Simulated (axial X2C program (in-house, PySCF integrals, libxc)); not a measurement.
## ICl: from the spin-free to the two-component result

All values were computed with an in-house relativistic program for diatomic molecules. Spin-free means the one-electron spin-free X2C Hamiltonian; two-component (2c) means X2C with spin–orbit coupling and atomic mean-field two-electron Coulomb and Gaunt terms, so the difference of the two also holds small scalar two-electron terms. Basis: I dyall-cv3z [11s12p8d4f1g], Cl dyall-av3z [9s8p3d2f] (cores contracted in-house); Gaussian nuclei, density fitting, unrestricted open shells. Masses: I 126.904 u, Cl 34.969 u.

Spin-free state: M_S = 0, Λ = 0 (closed shell); fragments I + Cl.

```json
{"level": "PBE0", "Re (Å)": "2.317", "ωe (cm⁻¹)": "400.8", "De (eV)": "2.401", "μ (D)": "-1.14"}
{"level": "HF", "Re (Å)": "2.313", "ωe (cm⁻¹)": "421.2", "De (eV)": "0.832", "μ (D)": "-1.31"}
{"level": "MP2", "Re (Å)": "2.323", "ωe (cm⁻¹)": "402.9", "De (eV)": "2.391", "μ (D)": "n/a"}
{"level": "CCSD", "Re (Å)": "2.336", "ωe (cm⁻¹)": "392.4", "De (eV)": "2.119", "μ (D)": "n/a"}
{"level": "CCSD(T)", "Re (Å)": "2.343", "ωe (cm⁻¹)": "383.2", "De (eV)": "2.243", "μ (D)": "n/a"}
{"level": "PBE50", "Re (Å)": "2.293", "ωe (cm⁻¹)": "423.7", "De (eV)": "2.203", "μ (D)": "-1.14"}
```

Correlated methods: 14 electrons correlated (number of frozen shells: I 4 s, 3 p, 2 d; Cl 2 s, 1 p), 244 virtual spin orbitals or spinors in MP2, 90 natural virtuals in coupled cluster.

Dipoles are positive if Cl is the positive end.

Two-component determinant lowest at the distance of the search:

Ω = 0 (closed shell); fragments I + Cl.

```json
{"level": "PBE0", "Re (Å)": "2.328", "ωe (cm⁻¹)": "388.8", "De (eV)": "2.194", "μ (D)": "-1.28"}
{"level": "HF", "Re (Å)": "2.322", "ωe (cm⁻¹)": "411.2", "De (eV)": "0.524", "μ (D)": "-1.45"}
{"level": "MP2", "Re (Å)": "2.333", "ωe (cm⁻¹)": "393.0", "De (eV)": "2.132", "μ (D)": "n/a"}
{"level": "CCSD", "Re (Å)": "2.345", "ωe (cm⁻¹)": "382.6", "De (eV)": "1.852", "μ (D)": "n/a"}
{"level": "CCSD(T)", "Re (Å)": "2.353", "ωe (cm⁻¹)": "373.0", "De (eV)": "1.980", "μ (D)": "n/a"}
{"level": "PBE50", "Re (Å)": "2.302", "ωe (cm⁻¹)": "413.1", "De (eV)": "n/a", "μ (D)": "-1.27"}
```

(1) From the two tables, how do the constants change at the CCSD(T) level (2c against spin-free)?

Occupations by symmetry block were frozen at the best pattern of an incomplete PBE0 search. The closed shell is kept restricted, so the energy runs too high when the bond is stretched far. Dissociation energies refer to the lowest single-determinant-based atoms at the same level and basis. De is not given where an atomic determinant may have missed its ground term or J level, or where the truncated virtual space spoils (T). Coupled cluster ran in a truncated set of natural virtual spinors; the MP2 energy of the rest was added. (T) has no such correction and the atoms are truncated less, which lowers De at CCSD(T) by a hundredth of an eV or more. In 2c an atomic determinant is not the ground J level, so De misses part of the atomic spin–orbit lowering. This holds for PBE0. Without a current term, density functionals place determinants with orbital angular momentum somewhat too high.

Results:

(1) At the CCSD(T) level Re goes up by 0.010 Å and ωe falls by 10.2 cm⁻¹; De changes by -0.263 eV.
